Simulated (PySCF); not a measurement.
**Continuum solvent and chemical shifts**

Structure with atom numbers: `[CH3:1][O:2][c:3]1[n:4][n:5][c:6]([SiH3:7])[o:8]1`; H(Xn) means a hydrogen on atom n.

GIAO PBE0/pcSseg-1 in PySCF on one PBE0-D3(BJ)/def2-SVP conformer, non-relativistic, equivalent nuclei averaged. Solvents enter as an IEF-PCM continuum (chloroform with ε = 4.7, acetone with ε = 20.5) around the gas-phase geometry. Shifts are referred to TMS computed in the same medium.

Gas phase, δ in ppm: C3 174.1, C6 161.6, C1 58.2, Si7 -80.7, H(Si7) 4.49, H(C1) 4.10. Dipole moment 2.16 D.

(1) How does each δ change in the continuum?

(2) Which of the listed nuclei move most (in ppm), and what does the model miss? (N and O are left out, as their reference compounds move with the solvent too.)

Answers

(1) 
| atoms | environment | Δδ, chloroform | Δδ, acetone |
| --- | --- | --- | --- |
| C3 | aromatic carbon bearing oxygen | +1.6 | +2.2 |
| C6 | substituted aromatic carbon next to the ring oxygen | +3.6 | +4.9 |
| C1 | methyl carbon bonded to O | +1.4 | +1.8 |
| Si7 | silicon bonded to C, 3 H | +0.6 | +0.8 |
| H(Si7) | hydrogen on a silicon bonded to C | +0.02 | +0.03 |
| H(C1) | hydrogen on a methyl carbon bonded to O | +0.12 | +0.16 |

Changes are relative to the gas phase. The dipole moment becomes 2.65 D in chloroform, 2.85 D in acetone.

(2) C6 (substituted aromatic carbon next to the ring oxygen, +4.9 ppm) in acetone. A continuum only polarises the solute; specific hydrogen bonds, the anisotropy of aromatic solvents and changes of geometry or conformer are outside it.
